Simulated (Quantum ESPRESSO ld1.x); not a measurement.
These are the eigenvalues of the occupied orbitals of an atom or ion with whole-number occupations (eV). Calculated with ld1.x of Quantum ESPRESSO 7.5: non-relativistic Kohn-Sham, PBEsol, spin-unpolarised, spherical densities, point nucleus.

| orbital | eigenvalue |
|---|---|
| 1s | -10844.0 |
| 2s | -1384.80 |
| 2p | -1238.64 |
| 3s | -211.371 |
| 3p | -162.929 |
| 3d | -78.5154 |

Which element is it, and in what charge state? The configuration may be excited.

Answer. Z = 32, germanium, charge +4: Ge4+ in [Ar] 3d10. The list shows which subshells hold electrons but not how many an open one holds; the 1s level, -398.51 hartree, gives Z - s = 28.2 by -(Z - s)^2/2, which with screening narrows Z to a few neighbours, and the depths of the outer levels then fix element, charge and occupations together.
